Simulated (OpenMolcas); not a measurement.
A calculation on Sb³⁺.

* Program: OpenMolcas
* Method: MS-RASPT2, IPEA 0.25 Eh, imaginary shift 0.1 Eh (closed shells correlated: 4d)
* Basis: ANO-RCC-VTZP [7s6p4d2f1g]
* Scalar Hamiltonian: DKH2, point nucleus
* Active space: 2 electrons in 9 orbitals (RAS2 5s 5p; RAS3 5d, at most 2 electrons)
* State averaging: 2S+1 = 3 even, 3 roots; 2S+1 = 1 even, 7 roots; 2S+1 = 3 odd, 3 roots; 2S+1 = 1 odd, 3 roots
* Spin-orbit coupling: RASSI with atomic mean-field integrals over the reference wave functions, term energies averaged over their components

(1) Which level of the active space comes out lowest?

(2) How high does 5s 5p ¹P°₁ lie?

(3) How high does 5s 5p ³P°₀ lie?

(4) How high does 5p² ³P₀ lie?

Measured values: Moore, Atomic Energy Levels, vol. III, NSRDS-NBS 35 (1971 reprint of NBS Circular 467, 1958).

Answers

(1) 5s² ¹S₀, with 100 % of that term; it is also the measured ground level.

(2) 11.845 eV above the lowest level; measured 11.8965 eV above the ground level, so the calculation is off by 0 %.

(3) 8.130 eV above the lowest level.

(4) 19.092 eV above the lowest level; measured 18.8550 eV above the ground level, so the calculation is off by +1 %.

Active for correlation alone: 5d; no level in the range computed is led by a configuration that fills it, so any true level of that kind is missing. Measured partners are found by configuration, term and J. A level has none where our copy of the source lacks it or the pairing is in doubt (some pairs that miss far off the trend of their configuration count as doubtful), and it then counts in no deviation. Only configurations of the active space appear.

° marks odd parity.
